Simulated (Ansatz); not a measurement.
Computed with PBE0-D4/def2-TZVP (Ansatz, an electronic-structure program). No frequencies were computed at this level.

Ansatz 0.2 input:
```yaml
crystal:
  periodic: [false, false, false]
  atoms:
    - { symbol: Cl, position_ang: [-1.203436, -1.706036, -0.023046] }
    - { symbol: Ga, position_ang: [0.001371, -0.00011, 0.000091] }
    - { symbol: Cl, position_ang: [-0.878837, 1.894146, -0.025092] }
    - { symbol: Cl, position_ang: [2.080902, -0.188001, 0.048046] }
basis:
  gaussian: { orbitals: def2-tzvp }
hamiltonian:
  xc: pbe0
  dispersion: d4
relax:
  max_steps: 150
```

Output:

```
Functional definition: PBE0
1217 factors; their error is unknown
mean field evaluation 1: about -89930.7891 eV, gradient 3.0e1 eV
mean field evaluation 2: about -89929.7879 eV, gradient 4.4e1 eV
mean field evaluation 4: about -89932.2440 eV, gradient 6.3e-1 eV
mean field evaluation 8: about -89932.5430 eV, gradient 2.6e-2 eV
mean field -89932.54295454 eV, -3304.9599951122 hartree, gradient 7.7e-5 eV, S^2 0.000000; 0 other end points of the search recorded, 0 dependent functions left out
reference -89932.54298152 eV, -3304.9599961037 hartree; 41, 41 occupied and 118, 118 virtual orbitals, 1217 factors
relax step   1: F+E_penalty+E_count = -89932.67514945 eV  Δ(F+E_penalty+E_count) = +0.000e0 eV  max|allowed force component| = 4.566e-1 eV/Å  Δτ_max = 0.0000 Å  (22 SCF iters, accepted)
these checks for a lower state are left out or cut short: starts, cluster_reference, orbital_swaps, neighbouring_geometries, increment
1217 factors; their error is unknown
mean field evaluation 16: about -89932.5599 eV, gradient 1.9e-5 eV
mean field -89932.55991363 eV, -3304.9606183474 hartree, gradient 5.3e-5 eV, S^2 0.000000; 0 other end points of the search recorded, 0 dependent functions left out
reference -89932.55994073 eV, -3304.9606193432 hartree; 41, 41 occupied and 118, 118 virtual orbitals, 1217 factors
relax step   2: F+E_penalty+E_count = -89932.69070804 eV  Δ(F+E_penalty+E_count) = -1.556e-2 eV  max|allowed force component| = 7.080e-3 eV/Å  Δτ_max = 0.0241 Å  (25 SCF iters, accepted)
1217 factors; their error is unknown
mean field -89932.55991363 eV, -3304.9606183474 hartree, gradient 5.3e-5 eV, S^2 0.000000; 1 other end points of the search recorded, 0 dependent functions left out
reference -89932.55994073 eV, -3304.9606193432 hartree; 41, 41 occupied and 118, 118 virtual orbitals, 1217 factors
Total energy: -89932.69073514 eV, -3304.9654259492 hartree
Atom 0 at    -1.216055    -1.726565    -0.023265 Å, force     0.005224     0.006406     0.000121 eV/Å
Atom 1 at     0.000296     0.000014     0.000020 Å, force    -0.004127     0.000330    -0.000149 eV/Å
Atom 2 at    -0.887324     1.916406    -0.025329 Å, force     0.003812    -0.007080     0.000124 eV/Å
Atom 3 at     2.103083    -0.189856     0.048573 Å, force    -0.004908     0.000345    -0.000095 eV/Å
Dipole moment:     0.000552     0.000014     0.000026 e Å
```

Cost: around 22 core-seconds (rough).
